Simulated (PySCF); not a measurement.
Ga(Me)2(SH) (C₂H₇GaS), SMILES [CH3][Ga]([CH3])[SH]. Atoms are numbered in the order given.

```xyz
11

Ga    -0.2416     0.1951    -0.0699
C     -2.0317    -0.6164    -0.2756
H     -2.0237    -1.6881    -0.0296
H     -2.3771    -0.4987    -1.3161
H     -2.7624    -0.1076     0.3737
C      0.2034     2.1165    -0.2274
H      1.2809     2.2776    -0.3792
H     -0.0943     2.6357     0.6992
H     -0.3487     2.5802    -1.0601
S      1.3999    -1.2455     0.4039
H      2.3855    -0.3187     0.4356
```

Geometry optimised at B3LYP-D3(BJ)/def2-SVP. The structure was generated by enumeration; whether it is a known compound was not checked. The values are those of a single conformer.

Method: B3LYP-D3(BJ)/def2-SVP run with PySCF 2.14.0.

Frequencies are harmonic and unscaled.

### Question
Estimate the vibrational spectrum. (The exact figures need the calculation; the answer reports its results.)

### Answer

```tsv
mode	ν (cm⁻¹)	IR (km/mol)	Raman (Å⁴/amu)	depolarisation	moving atoms (share of kinetic energy)
1	13	0.0	0.2	0.75	H 98 %
2	32	0.1	0.1	0.75	H 97 %
3	132	4.6	2.1	0.73	C 33 %, S 28 %, H 21 %, Ga 18 %
4	141	2.2	0.1	0.75	Ga 38 %, C 29 %, H 26 %
5	143	4.2	2.6	0.75	C 49 %, H 33 %, Ga 12 %
6	306	14.7	2.2	0.75	H 96 %
7	378	29.4	16.8	0.15	S 68 %, Ga 23 %
8	536	26.1	26.3	0.15	C 69 %, H 19 %, Ga 11 %
9	583	33.0	5.7	0.73	C 57 %, Ga 23 %, H 19 %
10	647	6.3	6.5	0.64	H 92 %
11	655	0.6	0.3	0.22	H 85 %, C 15 %
12	716	34.0	0.7	0.75	H 78 %, C 19 %
13	729	23.3	4.6	0.74	H 83 %, C 12 %
14	778	78.1	2.5	0.63	H 77 %, C 21 %
15	1217	8.0	0.5	0.09	H 80 %, C 20 %
16	1220	2.3	3.5	0.07	H 82 %, C 18 %
17	1426	0.5	6.3	0.75	H 95 %
18	1428	0.5	14.8	0.75	H 95 %
19	1431	1.2	19.8	0.75	H 95 %
20	1437	5.0	0.9	0.75	H 95 %
21	2671	3.8	139.1	0.30	H 97 %
22	3027	7.4	40.4	0.03	H 97 %
23	3029	4.2	244.1	0.00	H 97 %
24	3114	3.1	76.4	0.74	H 91 %, C 9 %
25	3115	10.1	111.2	0.74	H 91 %, C 9 %
26	3138	6.8	89.3	0.75	H 91 %, C 9 %
27	3141	4.9	90.9	0.74	H 91 %, C 9 %
```
